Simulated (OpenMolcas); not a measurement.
# 4d2 along the 38-electron sequence

| Quantity | Value |
| --- | --- |
| Program | OpenMolcas 26.06 |
| Method | CASSCF |
| Basis | ANO-RCC-VQZP |
| Scalar Hamiltonian | DKH2, point nucleus |
| Spin-orbit coupling | state interaction with AMFI integrals over the reference wave functions, term energies averaged over their components |

Active space for each ion: 2 electrons in 10 orbitals (4d 5d).

Computed levels in cm-1 above 3F2:

| Level | Zr2+ | Nb3+ | Mo4+ | Tc5+ | Ru6+ | Rh7+ |
| --- | --- | --- | --- | --- | --- | --- |
| 3F3 | 680 | 1038 | 1466 | 1960 | 2578 | 3298 |
| 3F4 | 1511 | 2280 | 3184 | 4207 | 5467 | 6905 |
| 1D2 | 8928 | 10907 | 12685 | 14359 | 16039 | 17743 |
| 3P0 | 10027 | 12022 | 13787 | 15420 | 17013 | 18585 |
| 3P1 | 10279 | 12419 | 14367 | 16219 | 18099 | 20020 |
| 3P2 | 10896 | 13426 | 15860 | 18284 | 20887 | 23652 |
| 1G4 | 13477 | 16466 | 19163 | 21725 | 24319 | 26967 |
| 1S0 | 31463 | 38558 | 44628 | 50235 | 55673 | 61033 |
| weight of 3F in the lowest level (%) | 99 | 99 | 99 | 99 | 98 | 98 |

Mixed levels, with the weight of the term that names them: Ru6+ 1D2 (72 %), Ru6+ 3P2 (73 %), Rh7+ 1D2 (68 %), Rh7+ 3P2 (70 %).

Measured, with the error of the calculation in %. Measured levels: Zr2+ from Moore, Atomic Energy Levels, vol. II, NSRDS-NBS 35 (1971 reprint of NBS Circular 467, 1952); NIST levels as listed in Rynkun, Gaigalas and Jonsson, Astron. Astrophys. 637, A10 (2020); Mo4+ from Sugar and Musgrove, J. Phys. Chem. Ref. Data 17, 155 (1988).

```csv
Level,Zr2+,Mo4+
3F3,681 (-0.1),1578 (-7.1)
3F4,1486 (+1.7),3357 (-5.2)
1D2,5742 (+55.5),10190 (+24.5)
3P0,8062 (+24.4),11161 (+23.5)
3P1,8326 (+23.5),11807 (+21.7)
3P2,8838 (+23.3),13408 (+18.3)
1G4,11049 (+22.0),16354 (+17.2)
1S0,23979 (+31.2),37738 (+18.3)
```

The fine-structure level 3F4 changes by a factor of 4.57 from Zr2+ to Rh7+. Its fourth root runs 6.23, 6.91, 7.51, 8.05, 8.60, 9.12, with steps per unit of Z of 0.68, 0.60, 0.54, 0.55, 0.52; equal steps would mean a (Z - σ)^4 law with constant σ.

1D2 changes by a factor of 1.99 over the same range, with steps per unit of Z of +1980, +1780, +1670, +1680, +1700 cm-1.

Without dynamic correlation excited terms often stand tens of per cent too high (terms of higher spin than the ground term too low), and those without a measured partner can miss by more than the paired ones. Active for correlation alone: 5d; no level in the range computed is led by a configuration that fills it, so any true level of that kind is missing. Some levels mix across a computed gap that differs much from the measured one, so their mixing is not that of the real levels (holds for Zr2+). Computed and measured levels are paired by configuration, term and J; levels that our copy of the source lacks, or whose pairing is in doubt (as where it misses far off the trend of its configuration), stay unpaired and out of the deviations. Only configurations of the active space appear.
